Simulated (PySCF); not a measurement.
**Ionisation energy of B⁺ by level of theory**

B⁺ [He] 2s2 (1S) → B²⁺ [He] 2s1 (2S), as a difference of total energies. All numbers are calculated (PySCF 2.14, the non-relativistic Hamiltonian (point nucleus), in def2-TZVP (5s3p2d1f, 31 functions)). Correlated levels: valence: 1s2 frozen. The calculations carry no spin-orbit coupling.

```tsv
method	ionisation energy (eV)
UHF	23.441
PBE	24.600
BP86	24.690
MP2 (valence)	24.405
SCS-MP2 (valence)	24.598
CCSD (valence)	25.059
```

Q: How much does correlation contribute at MP2 (valence)?

A: 24.405 − (23.441) = 0.964 eV, measured against UHF.

Errors of the correlated levels include the incompleteness of this basis and the frozen core.

With two correlated electrons CCSD is exact in that space.

The coupled-cluster amplitudes are large for B⁺ (T1 above 0.03 or a double amplitude above 0.15), so a single reference is strained.

For comparison: 25.155 eV (measured; NIST Atomic Spectra Database, ionization energies).
